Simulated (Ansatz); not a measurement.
Cost and result for the atomization energy of `[OH][Ge]([OH])([F])[Cl]` (7 atoms, 6 bonds).

Cartesian coordinates in Å:
```
O 1.2419 0.2496 -1.1334
Ge -0.1717 -0.1889 -0.2222
O 0.0991 0.2094 1.4567
F -1.5498 0.6978 -0.7496
Cl -0.6072 -2.2210 -0.5758
H 1.6982 1.0047 -0.7496
H -0.7105 0.2485 1.9739
```

Total charge 0; spin multiplicity 1. Correlated methods include outer-core shells of Ge, which these sets cover unevenly. Scalar relativity is left out up to krypton. Geometry: relaxed with PBE0-D4/def2-TZVP. It is one conformer, not always the lowest. Program: Ansatz. Hardware: A = 2 threads of an AMD EPYC 7R13 on a shared host; B = 2 threads of an AMD EPYC 7R13 on a shared host and a share of an NVIDIA H100 80 GB. Times are those of one run each, without the atoms' runs, and a repeat can differ threefold. Electronic energies, without spin–orbit coupling; frozen cores. CCSD(T)/CBS adds CCSD(T) − MP2 in def2-TZVPP to the MP2 limit, and its time is that of the two runs behind it. T1 = 0.011. With those shells the extrapolation isn't a true limit. B3LYP takes the VWN-RPA correlation (the form of Gaussian; ORCA's B3LYP/G).

CCSD(T)/CBS is a level of theory with its own doubt, some kJ/mol a heavy atom from the limit and from the frozen cores, so smaller differences don't rank the functionals.

| level | functions | wall time |
| --- | --- | --- |
| PBE-D4/def2-TZVPP (with forces) [A] | 211 | 2.7 s |
| PBE0-D4/def2-TZVPP [A] | 211 | 3.7 s |
| MP2/def2-QZVPP [B] | 390 | 4.9 s |
| r2SCAN-D4/def2-TZVPP (with forces) [A] | 211 | 5.5 s |
| B3LYP-D4/def2-TZVPP (with forces) [A] | 211 | 5.5 s |
| B2PLYP/def2-TZVPP [A] | 211 | 6 s |
| CCSD(T)/def2-TZVPP [B] | 211 | 6.5 s |
| ωB97X-V/def2-TZVPP [A] | 211 | 8 s |
| CCSD(T)/CBS(def2) | – | 11 s |
| ωB97M-V/def2-TZVPP (with forces) [A] | 211 | 12 s |

Problem. What atomization energy does each give, and how far from CCSD(T)/CBS? (Estimate.)

Solution. Ansatz gave: 
| level | atomization (kcal/mol) | difference from CCSD(T)/CBS | per bond |
| --- | --- | --- | --- |
| PBE-D4/def2-TZVPP (with forces) [A] | 614.0 | 6.7 | 1.1 |
| PBE0-D4/def2-TZVPP [A] | 593.0 | -14.3 | -2.4 |
| MP2/def2-QZVPP [B] | 627.1 | 19.8 | 3.3 |
| r2SCAN-D4/def2-TZVPP (with forces) [A] | 604.7 | -2.6 | -0.4 |
| B3LYP-D4/def2-TZVPP (with forces) [A] | 591.0 | -16.3 | -2.7 |
| B2PLYP/def2-TZVPP [A] | 592.7 | -14.6 | -2.4 |
| CCSD(T)/def2-TZVPP [B] | 589.3 | -18.0 | -3.0 |
| ωB97X-V/def2-TZVPP [A] | 604.1 | -3.2 | -0.5 |
| CCSD(T)/CBS(def2) | 607.3 | 0.0 | 0.0 |
| ωB97M-V/def2-TZVPP (with forces) [A] | 600.8 | -6.5 | -1.1 |

The D4 term adds +6.2 kcal/mol with B3LYP and +3.2 kcal/mol with PBE0; it sums over pairs of atoms, weighted by their polarisabilities, and B3LYP, whose exchange is more repulsive, gets the larger term. From PBE to PBE0 (25 % exact exchange), in def2-TZVPP and without D4, the atomization energy moves by −20.4 kcal/mol: exact exchange takes away binding that semilocal exchange gives to molecules. In def2-TZVPP, CCSD(T) changes the Hartree–Fock value by +187.5 kcal/mol (the triples alone add +13.4 kcal/mol) and MP2 by +214.6 kcal/mol; breaking electron pairs costs correlation energy, which Hartree–Fock lacks.
